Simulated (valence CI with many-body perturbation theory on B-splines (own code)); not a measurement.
## Level structure of Nb XXVIII

Level of theory: valence CI with perturbative core correlation (CI+MBPT): four valence electrons over a frozen Dirac-Fock core [Ne], radial functions for each j: 9 s, 9 p, 8 d, 6 f, 3 g, 1 h, with the one-electron correlation potential Σ1 (screened to all orders), the two-electron term Σ2, the three-electron term Σ3, Breit, model QED; selected single and double excitations, second order for the rest, scaled by the run's own slope (own B-spline code, finite nucleus).

No measured spectrum was set against this ion. As an estimate, large intervals hold to a few tenths of a per cent, small ones and those within an open d or f shell to about a per cent.

Levels 1 to 33 of 33, with energies above the lowest level, 3s2 3p2 3P_0. "Leading %" is the weight of the configuration and term that name the level; weights of strongly mixed levels are sums over their largest components and can fall short, so below about 35 % the name and the second component can differ from the true leading terms, or belong to a minority configuration. In the jj column 3d3/2^4 stands for four electrons in 3d with j = 3/2. Lifetimes count E1, E2, E3, M1 and M2 decay at the calculated energies, and are blank where another channel may lead or the interval is too uncertain; long ones can be off by a factor of two.

| No. | Configuration | Term | J | E (cm⁻¹) | Leading % | Lifetime | Leading jj |
| --- | --- | --- | --- | --- | --- | --- | --- |
| 1 | 3s2 3p2 | 3P | 0 | 0 | 79 |  | 3s^2 3p1/2^2 (96 %) |
| 2 | 3s2 3p2 | 3P | 1 | 141830 | 98 | 24.2 μs | 3s^2 3p1/2 3p3/2 (98 %) |
| 3 | 3s2 3p2 | 1D | 2 | 175690 | 49 | 3.12 ms | 3s^2 3p1/2 3p3/2 (95 %) |
| 4 | 3s2 3p2 | 3P | 2 | 343510 | 49 | 9.66 μs | 3s^2 3p3/2^2 (95 %) |
| 5 | 3s2 3p2 | 1S | 0 | 424840 | 78 | 4.21 μs | 3s^2 3p3/2^2 (94 %) |
| 6 | 3s 3p3 | 5S° | 2 | 655270 | 72 | 587 ps | 3s 3p1/2^2 3p3/2 (70 %) |
| 7 | 3s 3p3 | 3D° | 1 | 774030 | 58 | 54.9 ps | 3s 3p1/2^2 3p3/2 (67 %) |
| 8 | 3s 3p3 | 3D° | 2 | 813020 | 57 | 176 ps | 3s 3p1/2 3p3/2^2 (72 %) |
| 9 | 3s 3p3 | 3D° | 3 | 861030 | 87 | 213 ps | 3s 3p1/2 3p3/2^2 (87 %) |
| 10 | 3s2 3p 3d | 1D° | 2 | 925720 | 29 | 123 ps | 3s^2 3p1/2 3d3/2 (48 %) |
| 11 | 3s 3p3 | 3P° | 0 | 935960 | 90 | 48.0 ps | 3s 3p1/2 3p3/2^2 (90 %) |
| 12 | 3s 3p3 | 3P° | 1 | 953530 | 61 | 31.5 ps | 3s 3p1/2 3p3/2^2 (73 %) |
| 13 | 3s2 3p 3d | 3F° | 2 | 1008900 | 60 | 52.4 ps | 3s^2 3p1/2 3d3/2 (45 %) |
| 14 | 3s 3p3 | 3S° | 1 | 1054300 | 50 | 5.79 ps | 3s 3p1/2 3p3/2^2 (66 %) |
| 15 | 3s2 3p 3d | 3F° | 3 | 1063700 | 85 | 63.8 ps | 3s^2 3p1/2 3d5/2 (73 %) |
| 16 | 3s 3p3 | 3P° | 2 | 1072400 | 36 | 43.8 ps | 3s 3p3/2^3 (47 %) |
| 17 | 3s2 3p 3d | 3D° | 1 | 1124200 | 42 | 5.62 ps | 3s^2 3p1/2 3d3/2 (80 %) |
| 18 | 3s2 3p 3d | 3P° | 2 | 1128900 | 52 | 8.43 ps | 3s^2 3p1/2 3d5/2 (62 %) |
| 19 | 3s2 3p 3d | 3F° | 4 | 1188200 | 98 | 25.4 μs | 3s^2 3p3/2 3d5/2 (98 %) |
| 20 | 3s 3p3 | 1P° | 1 | 1219300 | 32 | 5.95 ps | 3s 3p3/2^3 (36 %) |
| 21 | 3s2 3p 3d | 3D° | 2 | 1247700 | 42 | 4.96 ps | 3s^2 3p3/2 3d3/2 (69 %) |
| 22 | 3s2 3p 3d | 3P° | 0 | 1257500 | 89 | 6.95 ps | 3s^2 3p3/2 3d3/2 (89 %) |
| 23 | 3s2 3p 3d | 3D° | 3 | 1259100 | 64 | 6.25 ps | 3s^2 3p3/2 3d3/2 (48 %) |
| 24 | 3s2 3p 3d | 3P° | 1 | 1286300 | 50 | 6.78 ps | 3s^2 3p3/2 3d3/2 (44 %) |
| 25 | 3s2 3p 3d | 3P° | 2 | 1306400 | 35 | 6.99 ps | 3s^2 3p3/2 3d5/2 (60 %) |
| 26 | 3s2 3p 3d | 1F° | 3 | 1355800 | 78 | 6.55 ps | 3s^2 3p3/2 3d5/2 (63 %) |
| 27 | 3s2 3p 3d | 1P° | 1 | 1403400 | 68 | 6.67 ps | 3s^2 3p3/2 3d5/2 (67 %) |
| 28 | 3p4 | 3P | 2 | 1481000 | 26 | 76.6 ps | 3s 3p1/2^2 3d3/2 (42 %) |
| 29 | 3s 3p2 3d | 5F | 1 | 1482500 | 76 | 293 ps | 3s 3p1/2^2 3d3/2 (73 %) |
| 30 | 3s 3p2 3d | 5F | 2 | 1515200 | 50 | 54.5 ps | 3s 3p1/2^2 3d5/2 (25 %) |
| 31 | 3s 3p2 3d | 5F | 3 | 1544600 | 53 | 105 ps | 3s 3p1/2^2 3d5/2 (57 %) |
| 32 | 3p4 | 3P | 0 | 1581100 | 27 | 37.4 ps | 3s 3p1/2 3p3/2 3d3/2 (44 %) |
| 33 | 3s 3p2 3d | 5D | 1 | 1598400 | 51 | 216 ps | 3s 3p1/2 3p3/2 3d3/2 (81 %) |

Names give the largest LS component (configuration and term), which can be under half, so a name can repeat, a term be missing and a line seem to break the LS rules; names also repeat where a configuration has a term twice.

The ionisation energy to 3s2 3p 2P°_1/2 of the next ion comes out as 1437.7 eV (NIST: 1439 ± 3 eV (semi-empirical)). All 33 levels together are meant to be complete up to 1606400 cm⁻¹.
